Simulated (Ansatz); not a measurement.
Cost and result up the ladder for the cluster Li6N2 (8 atoms). Total charge 0; singlet. Geometry: r2SCAN-D4/def2-TZVP.

```xyz
8

Li    0.4858   -0.0462    0.9531
Li    0.9301    2.7643   -0.3369
Li    1.6613   -2.2270   -0.9557
Li   -0.4842    0.0469   -0.9536
Li   -0.9276   -2.7639    0.3373
Li   -1.6654    2.2238    0.9553
N     0.2311   -1.5634   -0.1940
N    -0.2312    1.5654    0.1944
```

Ansatz on 4 threads of Arm Neoverse V2 on a shared host. Times are rough, and most runs start from the orbitals of an earlier one. No level here is sound enough to serve as a yardstick. Binding counts from free atoms at the same level (Li doublet, N quartet; other spins of the atoms weren't run), without zero-point energy or a counterpoise term.

Correlated methods freeze 2 core orbitals; core or outer-core shells of Li are correlated, in sets that lack core-valence functions. Another isomer (singlet) lies 0.33 eV lower at PBE0-D4/def2-TZVP; other spin states weren't run for this one.

Correlated methods converge slowly with the basis.

```tsv
level	functions	wall time	binding energy per atom (eV)	remarks
revPBE-D4/def2-TZVP	146	1.2 s	1.98	restricted SCF unstable in HF
BLYP-D4/def2-TZVP	146	1.3 s	2.13	restricted SCF unstable in HF
PBE-D4/def2-TZVP (with forces)	146	1.4 s	2.10	restricted SCF unstable in HF
PBE0-D4/def2-TZVP	146	1.8 s	1.91	restricted SCF unstable in HF
r2SCAN-D4/def2-TZVP	146	2.2 s	1.96	restricted SCF unstable in HF
CCSD(T)/def2-TZVPP	176	41 s	1.90	large T1 (0.033), restricted SCF unstable
```
